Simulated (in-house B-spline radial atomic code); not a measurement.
# Pm: [Kr] 4d10 (4f5/2)5 5s2 (5p1/2)2 (5p3/2)3 6s2 (7g9/2)1 (an excited or competing configuration)

All numbers are computed (Dirac-Hartree-Fock, average of the jj configuration; Fermi nucleus of rms radius 4.962 fm) with a radial B-spline atomic code at the basis-set limit, not measured.

Effective charges: Z_r = [3n² - l(l+1)]/(2<r>) from the radius, Z_e = n√(-2ε) from the energy, and Slater's rules. Values are occupation-weighted means over j. An effective charge above Z reflects the relativistic contraction of the inner shells.

| shell | electrons | ε (eV) | <r> (bohr) | Z_r | Z_e | Slater |
| --- | --- | --- | --- | --- | --- | --- |
| 1s | 2 | -45458 | 0.02317 | 64.73 | 57.80 | 60.70 |
| 2s | 2 | -7512.1 | 0.09835 | 61.00 | 46.99 | 56.85 |
| 2p | 6 | -6721.3 | 0.08685 | 57.57 | 44.45 | 56.85 |
| 3s | 2 | -1694 | 0.2591 | 52.10 | 33.47 | 49.75 |
| 3p | 6 | -1438.1 | 0.2574 | 48.56 | 30.84 | 49.75 |
| 3d | 10 | -1078 | 0.2357 | 44.54 | 26.70 | 39.85 |
| 4s | 2 | -366.33 | 0.5933 | 40.45 | 20.76 | 33.25 |
| 4p | 6 | -279.26 | 0.6281 | 36.62 | 18.12 | 33.25 |
| 4d | 10 | -151.31 | 0.6911 | 30.39 | 13.34 | 21.85 |
| 5s | 2 | -61.089 | 1.446 | 25.94 | 10.59 | 11.35 |
| 5p | 5 | -38.393 | 1.665 | 21.92 | 8.40 | 11.35 |
| 4f | 5 | -22.226 | 0.9521 | 18.90 | 5.11 | 13.60 |
| 6s | 2 | -10.607 | 3.912 | 13.80 | 5.30 | 3.70 |
| 7g | 1 | -0.27771 | 63.48 | 1.00 | 1.00 | - |

The least bound orbital is 7g9/2 at -0.2777 eV, and it is also the most diffuse (<r> = 63.48 bohr). The part-filled 5p shell lies below the filled 6s shell in orbital energy.

For the 1s electron the small component carries 5.13 % of the norm, the zero-frequency Breit interaction raises the level by 129 eV, self-energy by 76.28 eV, and vacuum polarisation lowers it by 11.89 eV.

The density falls to 0.001 bohr⁻³ at 5.095 bohr; Σ<r²> = 4625.8 bohr² gives, by the non-relativistic formula and without the paramagnetism of open shells, a Langevin diamagnetic susceptibility of -3664×10⁻⁶ cm³/mol.
